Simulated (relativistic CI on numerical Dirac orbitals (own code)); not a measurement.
# Mo²⁺: 4d valence photoemission

Computed with this model: Dirac-Coulomb-Breit CI, orbitals from a KLI potential per configuration, model QED (radiative potential, 1s self-energy scaled to tabulated hydrogen-like ionisation energies), valence Slater integrals scaled by 0.9, multiplet model of photoemission in the sudden approximation; configurations [Kr] 4d4 → [Kr] 4d3; 300 K; Lorentzian 0.3 eV and Gaussian 0.5 eV FWHM. Energies are those of the free ion, without screening or charge transfer. The energies are binding energies and can lie tens of eV above those of solids. S is read from ⟨S²⟩ = S(S + 1).

Field parameters in Wybourne normalisation: Oh B⁴₀ = 21Dq, B⁴₄ = √(5/14) B⁴₀. The field is a parameter set, without covalency.

Peaks in eV (height, largest 100): 26.2 (100), 27.7 (49).

(1) Which surroundings give this spectrum?
A. free ion
B. Oh, 10Dq = 13000 cm⁻¹
C. Oh, 10Dq = 4700 cm⁻¹
D. Oh, 10Dq = 37900 cm⁻¹

Results:

(1) C. Oh, 10Dq = 4700 cm⁻¹, where the ground state has S = 1.99.
